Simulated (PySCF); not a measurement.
Computed IR spectrum (relative IR intensity) of a molecule C6H10. The structure is a stationary point at PBE-D3(BJ)/def2-SVP. Other conformers were not sampled. All values below come from PBE-D3(BJ)/def2-SVP (PySCF 2.14.0). Frequencies are harmonic and unscaled.

```tsv
ν (cm⁻¹)	relative intensity
237	2.7
428	4.8
630	2.1
778	12
808	2.3
974	7.6
986	11
1019	3.8
1101	2.1
1272	2.0
1349	3.3
1397	11
1407	9.2
1424	2.6
1681	4.0
2932	100
2950	48
2984	11
2995	35
3002	54
3013	18
3048	34
3067	18
3116	18
```

Which molecule gave these data?
(A) C=CC(C)C=C
(B) C=C(C)C1CC1
(C) CC1=CCCC1
(D) C=C1CC(C)C1

C, CC1=CCCC1
